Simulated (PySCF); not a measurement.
C₄H₉FNSi₂ (doublet state).
Geometry (GFN2-xTB, Å), atoms numbered from 1 in this order:
```xyz
17
C4H9FNSi2 angstrom
C      4.369    0.877   -1.845
C      3.440    1.061   -1.106
Si     2.008    1.344    0.037
C      0.742    0.029   -0.334
Si    -0.713   -0.360    0.739
F     -1.093    1.000    1.547
N     -1.985   -0.909   -0.270
C     -3.319   -1.203    0.194
H      5.186    0.716   -2.490
H      2.487    1.233    1.422
H      1.480    2.691   -0.228
H      0.909   -0.605   -1.193
H     -0.546   -1.316    1.827
H     -1.968   -0.680   -1.251
H     -3.975   -0.327    0.153
H     -3.266   -1.540    1.227
H     -3.762   -1.997   -0.411
```

The hyperfine couplings belong to this conformer and change with its torsions.

Identity: `C#C[SiH2][CH][Si@@H](F)NC` [radical].

Level of theory: UKS B3LYP, pcH-1 on C F H N Si, non-relativistic, mean-field spin-orbit, GIAO (PySCF). The structure is a single GFN2-xTB conformer in the gas phase; no vibrational or solvent corrections. Couplings are sensitive to structure, and on GFN2-xTB geometries they can be far from those on DFT ones. No stability test was run, so a lower SCF solution isn't excluded.

(1) Where do the isotropic ENDOR lines of N7, F6, H11, H12, H10, H13, H15/H16/H17 and H14 fall at 340.3 mT, to first order?

(2) Which pairs are centred on the nuclear Larmor frequency, and which on half the coupling?

## Answers

(1) ν± = |νn ± a/2|, one line for each electron-spin manifold; νn = |g_N| × 7.62259 MHz/T × B.

```json
{"nuclei": "N7", "isotope": "14N", "g_N": "0.4038", "νn (MHz)": "1.05", "a_iso (MHz)": "3.53", "lower line (MHz)": "0.72", "upper line (MHz)": "2.81"}
{"nuclei": "F6", "isotope": "19F", "g_N": "5.2577", "νn (MHz)": "13.64", "a_iso (MHz)": "4.03", "lower line (MHz)": "11.62", "upper line (MHz)": "15.65"}
{"nuclei": "H11", "isotope": "1H", "g_N": "5.5857", "νn (MHz)": "14.49", "a_iso (MHz)": "72.00", "lower line (MHz)": "21.51", "upper line (MHz)": "50.49"}
{"nuclei": "H12", "isotope": "1H", "g_N": "5.5857", "νn (MHz)": "14.49", "a_iso (MHz)": "-53.98", "lower line (MHz)": "12.50", "upper line (MHz)": "41.48"}
{"nuclei": "H10", "isotope": "1H", "g_N": "5.5857", "νn (MHz)": "14.49", "a_iso (MHz)": "53.76", "lower line (MHz)": "12.39", "upper line (MHz)": "41.37"}
{"nuclei": "H13", "isotope": "1H", "g_N": "5.5857", "νn (MHz)": "14.49", "a_iso (MHz)": "36.76", "lower line (MHz)": "3.89", "upper line (MHz)": "32.87"}
{"nuclei": "H15/H16/H17", "isotope": "1H", "g_N": "5.5857", "νn (MHz)": "14.49", "a_iso (MHz)": "1.93", "lower line (MHz)": "13.52", "upper line (MHz)": "15.45"}
{"nuclei": "H14", "isotope": "1H", "g_N": "5.5857", "νn (MHz)": "14.49", "a_iso (MHz)": "-1.30", "lower line (MHz)": "13.84", "upper line (MHz)": "15.14"}
```

(2) Centred on νn, since |a| < 2νn: F6, H15/H16/H17 and H14. Centred on |a|/2 and split by 2νn: N7, H11, H12, H10 and H13.

Nuclei that the bonding pattern makes equivalent are averaged, as if the motion that swaps them (rotation, inversion, ring flip) were fast.
